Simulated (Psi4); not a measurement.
Torsional profile of C7H6OS, SMILES C#Cc1ccc(OC)s1. Scanned: dihedral S9–C6–O7–C8; all other coordinates were relaxed at GFN2-xTB. Points at φ and −φ are mirror images.

Geometry of the scan point at 180° (Å):
```
15

C      3.8745     0.7009     0.2488
C      2.7540     0.2912     0.0990
C      1.4473    -0.1740    -0.0695
C      1.0408    -1.4080    -0.4865
C     -0.3618    -1.5497    -0.5451
C     -1.0130    -0.4127    -0.1689
O     -2.3313    -0.1293    -0.0836
C     -3.2194    -1.1650    -0.4374
S      0.0747     0.8647     0.2673
H      4.8564     1.0459     0.3754
H      1.7286    -2.1935    -0.7441
H     -0.8485    -2.4569    -0.8530
H     -3.0789    -1.4668    -1.4799
H     -3.0894    -2.0359     0.2124
H     -4.2191    -0.7561    -0.3061
```

Level of theory: PBE-D3(BJ)/def2-SVP // GFN2-xTB run with Psi4.

Scanned values (°): -165, -150, -135, -120, -105, -90, -75, -60, -45, -30, -15, 0, 15, 30, 45, 60, 75, 90, 105, 120, 135, 150, 165, 180.

### Question
Locate the minima and the barriers on this grid.

### Answer
Lower than their neighbours: 0° (0.000 eV), 180° (0.005 eV). Higher than their neighbours: -105° (0.127 eV), 105° (0.127 eV). The whole profile spans 0.127 eV.
